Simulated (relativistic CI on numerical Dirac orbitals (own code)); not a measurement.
Radial Dirac CI calculation of Cr3+.

Command:

```sh
python run_levels.py task.json out
```

Input:

```
atom Cr  Z=24  charge=3  electrons=21
nucleus A=52  rms_radius_fm=3.6452
hamiltonian dirac-coulomb  breit=on  qed=on  c_scale=1
orbitals kli  potential=per-configuration
slater_scale 1
correlation none
mixing on
grid step=0.0125 r_max=37.3
scf mixing=0.4 start=green max_iterations=150 tolerance=2e-08 node_fill=0.05
configurations
  [Ar] 3d3
  [Ar] 3d2 4s
end
```

Output:

```
SCF 1: [Ar] 3d3
 iter      energy (Ha)   residual   last orbital (Ha)
    1     -1040.759401   1.73e+00     -3.49482
    2     -1046.766999   6.95e-01     -2.27417
    3     -1047.799613   5.36e-02     -1.72075
    4     -1047.823830   5.31e-02     -1.81253
    5     -1047.829467   9.78e-03     -1.78133
    6     -1047.829519   5.35e-04     -1.76596
    7     -1047.829534   1.46e-04     -1.76636
    8     -1047.829543   4.60e-06     -1.76655
    9     -1047.829543   3.48e-06     -1.76655
   10     -1047.829543   5.09e-08     -1.76655
   11     -1047.829543   2.00e-09     -1.76655
SCF 2: [Ar] 3d2 4s
 iter      energy (Ha)   residual   last orbital (Ha)
    1     -1041.685814   1.64e+00     -1.73076
    2     -1046.430171   6.84e-01     -1.46154
    3     -1047.379080   5.50e-02     -1.30575
    4     -1047.396833   4.68e-02     -1.30709
    5     -1047.400933   1.12e-02     -1.29578
    6     -1047.400909   3.87e-04     -1.29018
    7     -1047.400928   7.99e-05     -1.29012
    8     -1047.400928   1.40e-05     -1.29015
    9     -1047.400928   1.77e-06     -1.29014
   10     -1047.400928   1.67e-07     -1.29014
   11     -1047.400928   7.60e-09     -1.29014
orbital energies (Ha): 2s -26.3933  2p1/2 -22.6928  2p3/2 -22.3753  3s -4.4805  3p1/2 -3.4400  3p3/2 -3.4015  3d3/2 -1.7706  3d5/2 -1.7665
configuration averages (Ha): Dirac-Coulomb, Breit, QED
  3d3                          -1047.829543    0.356167    0.237327
  3d2 4s                       -1047.400928    0.356863    0.237645
levels: no., configuration, term, J, E (cm-1), weight
   1 3d3                    4F   3/2              0.0  1.00
   2 3d3                    4F   5/2            222.8  1.00
   3 3d3                    4F   7/2            524.6  1.00
   4 3d3                    4F   9/2            897.4  1.00
   5 3d3                    4P   1/2          17550.7  1.00
   6 3d3                    4P   3/2          17669.2  0.99
   7 3d3                    2G   7/2          17797.3  1.00
   8 3d3                    4P   5/2          17945.4  1.00
   9 3d3                    2G   9/2          18124.9  0.99
  10 3d3                    2H   9/2          23606.2  0.99
  11 3d3                    2P   1/2          23628.8  1.00
  12 3d3                    2P   3/2          23766.0  0.91
  13 3d3                    2H   11/2         23847.5  1.00
  14 3d3                    2D   3/2          25759.8  0.92
lowest total energy -1047.338267 Ha
end: converged
```

With so few configurations and no correlation, terms lie too far apart (by 10 to 50 % or more near neutrality), their order can be wrong, and levels of other configurations are missing.
